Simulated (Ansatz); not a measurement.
A nudged elastic band was laid between two geometries of CH₆HfO₃ (11 atoms, charge 0, multiplicity 1).

Method: RKS PBE-D4/def2-SVP in Ansatz.

```yaml
movable_images: 9
climbing_image: yes
spring: 5.0 eV/Å²
optimiser: quadratic models (default)
start_path: through a guess of the saddle point
force_threshold: 0.05 eV/Å
iteration_limit: 60
end_points: relaxed
```

Initial state:

```xyz
11
Properties=species:S:1:pos:R:3
Hf 0.468 0.031 0.292
O 1.869 0.079 -1.048
C -1.423 -0.094 -0.889
H -1.442 -0.996 -1.540
O 0.292 1.671 1.312
O 0.465 -1.578 1.375
H 2.673 0.105 -1.580
H -1.552 0.792 -1.550
H -2.316 -0.145 -0.228
H 0.360 2.450 1.875
H 0.606 -2.315 1.980
```

Final state:

```xyz
11
Properties=species:S:1:pos:R:3
Hf -0.737 0.150 1.404
O 1.153 -1.289 -1.308
C -1.456 0.185 -0.499
H 0.375 -0.663 -1.242
O -0.164 1.968 1.783
O 0.664 -1.180 1.311
H 1.902 -0.687 -1.480
H -1.711 1.094 -1.081
H -1.587 -0.737 -1.110
H 0.554 2.617 1.815
H 1.008 -1.457 0.407
```

Q: What changes between the two ends?

A: Bonds broken: Hf1–O2, C3–H4. Bonds formed: O2–H4. CH6HfO3 becomes CH4HfO2 + H2O.

Q: Give the energies along the band, and the barrier.

A: It converged. The highest image is number 8 of 0 to 10, 4.00 eV above the first end and 0.08 eV above the last; the last end lies 3.92 eV above the first. Neighbouring images differ by up to 1.7 eV, so the band resolves the path poorly. A vibrational analysis at the climbing image gives one clearly imaginary mode, 123i cm⁻¹: a first-order saddle point. The orbitals stay closed-shell, which can raise the energy where a bond breaks towards radicals; this wasn't checked here.

```
image  path coordinate (Å)  energy (eV)  Hf1–O2 (Å)  C3–H4 (Å)  O2–H4 (Å)
    0                 0.00         0.00        1.94       1.11       3.52
    1                 0.66         0.02        1.94       1.11       3.34
    2                 1.31         0.07        1.93       1.11       3.20
    3                 1.97         0.17        1.93       1.11       2.98
    4                 2.62         0.40        1.94       1.12       2.66
    5                 3.28         0.92        1.96       1.13       2.21
    6                 3.93         2.62        2.16       1.35       1.59
    7                 4.59         3.74        2.57       1.97       1.03
    8                 5.25         4.00        3.22       2.10       1.00
    9                 5.94         3.94        3.51       2.12       1.00
   10                 6.63         3.92        3.60       2.15       1.00
```

Q: What is the geometry of the highest image?

A: 
```xyz
11
Properties=species:S:1:pos:R:3:forces:R:3
Hf -0.684 0.124 1.326 0.00 0.01 0.00
O 1.291 -0.819 -1.035 0.00 0.01 0.00
C -1.586 0.065 -0.498 0.00 0.00 -0.01
H 0.370 -0.427 -1.102 -0.01 -0.01 0.00
O 0.153 1.876 1.463 0.00 -0.02 0.00
O 0.358 -1.518 1.437 0.00 0.00 0.00
H 1.864 -0.173 -1.485 0.01 0.00 0.00
H -1.835 0.965 -1.098 0.00 0.00 0.00
H -1.790 -0.869 -1.064 0.00 0.00 0.00
H 0.894 2.491 1.375 0.00 0.01 0.00
H 0.964 -1.713 0.683 0.00 0.00 0.00
```

Run time: 7.1 min on 2 threads of Arm Neoverse V1 (shared host), peak memory 0.15 GiB.
